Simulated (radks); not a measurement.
Lu, 71 electrons, occupied as [Xe] 4f14 5d(up 0.5, down 0.5) 6s2 (fractional occupations, a model configuration). Method: scalar-relativistic Kohn-Sham, BLYP, spin-polarised, spherical densities, point nucleus; computed with a radial shooting solver on a logarithmic mesh with Libxc functionals.

Unscreened Slater integrals over Kohn-Sham orbitals (hartree). They are taken over the spin-up orbitals.

integral       value
F0(5d,5d)    0.31701
F2(5d,5d)    0.14868
F4(5d,5d)   0.093513
F0(5d,6s)    0.27092
G2(5d,6s)    0.10097
F0(5d,4f)    0.43993
F2(5d,4f)   0.083266
F4(5d,4f)   0.037781
G1(5d,4f)   0.039137
G3(5d,4f)   0.029666
G5(5d,4f)   0.022086
F0(5d,5p)    0.41045
F2(5d,5p)    0.16577
G1(5d,5p)    0.17986
G3(5d,5p)    0.10844
F0(6s,6s)    0.24858
F0(6s,4f)    0.32769
G3(6s,4f)  0.0097051
F0(6s,5p)    0.31395
G1(6s,5p)   0.022484
F0(4f,4f)     1.2977
F2(4f,4f)    0.60656
F4(4f,4f)    0.37870
F6(4f,4f)    0.27194
F0(4f,5p)    0.78255
F2(4f,5p)    0.25725
G2(4f,5p)    0.13196
G4(4f,5p)    0.10126
F0(5p,5p)    0.64589
F2(5p,5p)    0.34560

Derived for the open shells (J is the average intra-shell exchange parameter used in DFT+U). 5d: Racah B = F2/49 - 5 F4/441 = 0.001974 hartree, C = 35 F4/441 = 0.007422 hartree, C/B = 3.76, F4/F2 = 0.629, J = (F2 + F4)/14 = 0.01730 hartree.
